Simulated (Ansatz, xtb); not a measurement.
# Ranking isomers of ClFH6Si3

5 gas-phase structures of ClFH6Si3, found in a search over its isomers (lower ones may exist). Each was relaxed with GFN2-xTB; where two conformers were screened, the lower at r2SCAN-D4/def2-SVP is listed:

A. `F[SiH2][Si@H]([SiH3])Cl`, a singlet
B. `F[Si@H](Cl)[SiH2][SiH3]`, a singlet
C. `F[Si@H]([SiH3])[SiH2]Cl`, a singlet
D. `F[SiH2][SiH2][SiH2]Cl`, a singlet
E. `F[Si]([SiH3])([SiH3])Cl`, a singlet

Task: Which do you expect lowest at r2SCAN-D4/def2-SVP, and how would the others follow?

Result: Calculated order at r2SCAN-D4/def2-SVP: B (0.0), E (2.2), D (6.0), A (6.9), C (8.3) kcal/mol. Less than 1 kcal/mol parts D and A, so the order within that pair means little.

Energies above the lowest of each column, in kcal/mol; the last columns are at PBE0-D3(BJ)/pcseg-1 geometries and were run for some of them only (a dash: not run or not comparable):

```tsv
structure	GFN2-xTB	HF/STO-3G	r2SCAN-D4/def2-SVP	PBE0-D3(BJ)/pcseg-1	CCSD(T)/def2-SVP + ΔMP2/def2-TZVPP
B	3.6	0.6	0.0	0.0	0.0
E	4.3	0.0	2.2	2.1	2.9
D	0.6	3.3	6.0	4.0	4.1
A	0.0	3.5	6.9	4.9	–
C	0.5	4.4	8.3	–	–
```

CCSD(T)/def2-SVP + ΔMP2/def2-TZVPP puts B lowest of those it was run on; GFN2-xTB picks A, HF/STO-3G picks E. Flexible structures stand in one conformer each, not always the lowest. Frequencies (PBE0-D3(BJ)/pcseg-1) were run for B, D, E alone. ΔMP2 is the change of the MP2 energy from the smaller to the larger basis.

Over these structures GFN2-xTB departs from r2SCAN-D4/def2-SVP by 4.6 kcal/mol on average once a common shift is removed. A GFN2-xTB relaxation took about 0.098 s and the r2SCAN-D4/def2-SVP energy about 1.2 s on a shared host (Ansatz 0.2.0, xtb 6.7.1).
